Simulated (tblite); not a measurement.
Species: C₅H₆ClFO₂.
Atom-mapped SMILES: `[O:1]=[C:2]1[CH2:3][O:4][CH2:5][C@@:6]1([F:7])[CH2:8][Cl:9]` (hydrogens: H10, H11 on C3; H12, H13 on C5; H14, H15 on C8)

Computed with GFN2-xTB (tblite), gas phase: Langevin dynamics at 300 K from the optimised GFN2-xTB geometry, time step 0.5 fs, friction 0.01 fs⁻¹, 2000 steps. The instantaneous temperature is 2·E(kin)/(3Nk) with all 3N coordinates.

```
t (fs)  T (K)  E(pot) above start (eV)  O1=C2 (Å)  C2–C3 (Å)  C3–O4 (Å)  O4–C5 (Å)  C5–C6 (Å)  C3–H10 (Å)  C5–C6–C8–Cl9 (°)
     0    239                    0.000      1.193      1.508      1.406      1.415      1.529       1.102                59
    25    118                    0.233      1.199      1.547      1.367      1.415      1.571       1.108                64
    50    208                    0.299      1.177      1.515      1.404      1.418      1.510       1.127                68
    75    179                    0.335      1.211      1.526      1.433      1.400      1.549       1.142                61
   100    213                    0.294      1.171      1.529      1.416      1.400      1.470       1.116                67
   125    193                    0.323      1.205      1.530      1.368      1.430      1.488       1.089                65
   150    163                    0.307      1.214      1.522      1.409      1.452      1.541       1.056                66
   175    186                    0.323      1.189      1.510      1.392      1.439      1.520       1.035                63
   200    276                    0.268      1.185      1.520      1.394      1.412      1.490       1.074                63
   225    276                    0.391      1.220      1.492      1.422      1.403      1.496       1.125                61
   250    259                    0.420      1.183      1.458      1.433      1.422      1.530       1.164                65
   275    229                    0.263      1.199      1.537      1.396      1.426      1.557       1.161                72
   300    184                    0.417      1.189      1.502      1.399      1.395      1.555       1.154                79
   325    288                    0.412      1.187      1.491      1.457      1.465      1.533       1.104                82
   350    362                    0.333      1.217      1.463      1.412      1.408      1.493       1.067                76
   375    199                    0.339      1.182      1.510      1.401      1.381      1.527       1.076                69
   400    198                    0.383      1.196      1.477      1.399      1.436      1.565       1.146                71
   425    272                    0.473      1.205      1.531      1.446      1.437      1.504       1.123                75
   450    304                    0.308      1.183      1.548      1.386      1.391      1.501       1.125                65
   475    250                    0.447      1.192      1.511      1.349      1.434      1.538       1.107                62
   500    274                    0.417      1.214      1.480      1.419      1.466      1.526       1.091                63
   525    237                    0.429      1.174      1.506      1.443      1.425      1.561       1.102                54
   550    326                    0.394      1.207      1.548      1.445      1.363      1.507       1.077                52
   575    350                    0.186      1.206      1.517      1.414      1.439      1.558       1.086                54
   600    204                    0.439      1.192      1.439      1.381      1.454      1.566       1.140                54
   625    239                    0.491      1.185      1.555      1.400      1.405      1.507       1.152                50
   650    313                    0.400      1.184      1.494      1.423      1.386      1.496       1.138                37
   675    283                    0.616      1.197      1.505      1.451      1.445      1.532       1.099                43
   700    363                    0.610      1.198      1.520      1.360      1.451      1.477       1.078                55
   725    407                    0.740      1.204      1.617      1.370      1.408      1.513       1.060                49
   750    579                    0.575      1.179      1.520      1.403      1.395      1.551       1.079                42
   775    353                    0.691      1.223      1.461      1.438      1.412      1.520       1.124                46
   800    417                    0.626      1.164      1.501      1.424      1.452      1.553       1.126                37
   825    362                    0.540      1.211      1.510      1.408      1.403      1.637       1.121                35
   850    295                    0.534      1.213      1.489      1.406      1.414      1.539       1.130                52
   875    272                    0.437      1.171      1.509      1.385      1.447      1.549       1.100                54
   900    344                    0.420      1.210      1.461      1.382      1.436      1.524       1.079                68
   925    297                    0.481      1.212      1.595      1.408      1.426      1.472       1.097                72
   950    271                    0.666      1.194      1.542      1.438      1.402      1.530       1.091                66
   975    305                    0.548      1.199      1.483      1.456      1.416      1.551       1.136                66
  1000    322                    0.411      1.189      1.472      1.411      1.390      1.545       1.125                57
```

**Question.** From 500 fs on, how do temperature and potential energy compare with equipartition?

**Answer.** The mean temperature of these 21 frames is 324 K against the target 300 K, and the mean potential energy 0.51 eV against 39 × kT/2 = 0.50 eV for 39 classical harmonic modes. For 15 atoms in a canonical ensemble the temperature itself scatters by T·√(2/(3N)) = 63 K; here its standard deviation is 78 K. The whole run lasts only 10 friction times of 100 fs, so these averages carry a wide statistical error.

**Question.** What are the kinetic and total energies of the listed frame with the highest potential energy?

**Answer.** The one at 725 fs, 0.740 eV above the start. Its kinetic energy is 3NkT/2 = 0.789 eV at 407 K, so the sum is 1.53 eV; over the listed frames the sum runs from 0.46 to 1.70 eV, since the thermostat adds and removes energy.

**Question.** How much do the listed bonds fluctuate from 500 fs on?

**Answer.** 
```
  bond  at the start (Å)  mean (Å)  standard deviation (Å)
 O1=C2             1.193     1.196                   0.015
 C2–C3             1.508     1.511                   0.042
 C3–O4             1.406     1.413                   0.026
 O4–C5             1.415     1.421                   0.026
 C5–C6             1.529     1.534                   0.035
C3–H10             1.102     1.106                   0.025
```

The motion is classical and holds no zero-point motion.

What follows is the cost of the whole dynamics run. Rough CPU time on one thread of a shared machine: about 40 s.
